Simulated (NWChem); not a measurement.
System: PbSiH$_{4}$S, singlet; SMILES [Pb]([SH])[SiH3]

NWChem input:

```
start job
memory heap 200 mb stack 900 mb global 1100 mb
geometry units angstroms noautoz
  Pb     0.470937    -0.132546     0.554937
  S     -1.395017    -1.563089    -0.393957
  H     -0.759428    -2.745218    -0.224157
  Si    -1.083691     2.084478     0.083170
  H     -1.345010     2.817602     1.367769
  H     -2.406680     1.773416    -0.546160
  H     -0.360529     3.047110    -0.814706
end
basis spherical
  * library def2-svp
end
ecp
  Pb library def2-ecp
end
dft
  xc xwpbe 1.00 cpbe96 1.0 hfexch 1.00
  cam 0.3 cam_alpha 0.0 cam_beta 1.0
  iterations 150
  vectors input atomic output neutral.movecs
end
task dft energy
charge 1
dft
  odft
  mult 2
  vectors input atomic output cation.movecs
end
task dft energy
```

Low-valent species are run as closed-shell singlets; no triplet was tried in these runs. Coordinates come from a PBE0/def2-SVP optimisation. def2 effective core potentials on Pb; no spin-orbit coupling.

Ions are spin-unrestricted doublets at the neutral geometry; other ion states weren't tried. Functional: LC-ωPBE (HJS hole) with def2-SVP; the question gives the range parameter ω in 1/bohr.

Task: What results follow from this input? (LC-wPBE (HJS exchange hole, range parameter 0.3 per bohr)/def2-SVP with def2 effective core potentials on Pb, vertical spin-unrestricted ions.) Quantities: vertical ionisation energy, ΔSCF (eV); −ε(HOMO) (eV).

Result: vertical ionisation energy, ΔSCF (eV): 8.37
−ε(HOMO) (eV): 8.40
